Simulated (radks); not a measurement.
Task: N, 7 electrons, occupied as [He] 2s2 2p3 (the NIST ground configuration). All-electron calculation, scalar-relativistic Kohn-Sham, LDA (Slater exchange, Perdew-Wang correlation), spin-polarised, spherical densities, finite nucleus; open shells are filled with parallel spins first; Fermi nuclear charge, rms radius 2.5582 fm; hard spherical wall at 1.5 bohr. Program: a radial shooting solver on a logarithmic mesh with Libxc functionals. Some entries of the table are withheld. Estimate them.

orbital  occ.  eigenvalue (eV)  <1/r> (bohr^-1)
1s up       1        -314.6820            6.503
1s down     1        -310.8440            6.543
2s up       1          49.8844            1.790
2p up       3          57.2167              (1)
2s down     1          57.3732            1.765
2p down     0          65.6649              (2)
3d up       0         160.5513              (3)
3d down     0         167.6996              (4)
3p up       0         252.3543            1.770
3p down     0         259.2170            1.780
3s up       0              (5)            2.243
3s down     0              (6)            2.240

Result: 
(1) 2p up <1/r> (bohr^-1): 1.527
(2) 2p down <1/r> (bohr^-1): 1.518
(3) 3d up <1/r> (bohr^-1): 1.153
(4) 3d down <1/r> (bohr^-1): 1.147
(5) 3s up eigenvalue (eV): 295.5329
(6) 3s down eigenvalue (eV): 302.2081
